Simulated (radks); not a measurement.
Polarisability of the bromine ion Br7+, [Ar] 3d10, at imaginary frequency. Calculated with a radial shooting solver on a logarithmic mesh with Libxc functionals: non-relativistic Kohn-Sham, LDA (Slater exchange, VWN5 correlation), spin-polarised, spherical densities, point nucleus. Response by self-consistent Sternheimer equations with the Hartree and adiabatic LDA kernel.

w (hartree)  alpha1(iw) (bohr^3)  alpha2(iw) (bohr^5)
0.00266                   0.2777               0.2193
0.0143                    0.2777               0.2193
0.0360                    0.2777               0.2192
0.0697                    0.2776               0.2192
0.118                     0.2775               0.2191
0.186                     0.2773               0.2188
0.280                     0.2768               0.2182
0.413                     0.2759               0.2170
0.605                     0.2738               0.2146
0.892                     0.2695               0.2095
1.35                      0.2602               0.1993
2.12                      0.2399               0.1794
3.59                      0.1980               0.1446
6.94                      0.1251              0.09190
17.5                     0.04144              0.03086

Static values: alpha1 = 0.2777 bohr^3 (0.04115 angstrom^3; uncoupled 0.3234), alpha2 = 0.2193 bohr^5, alpha3 = 0.2591 bohr^7. C6 = 0.3625, C8 = 1.359, triple-dipole C9 = 0.07110 atomic units. One-pole (London) frequency 4 C6 / (3 alpha1^2) = 6.269 hartree, against 6.512 for minus the highest occupied eigenvalue. The dipole shielding factor is 0.800, as the force sum rule N/Z = 0.800 demands.
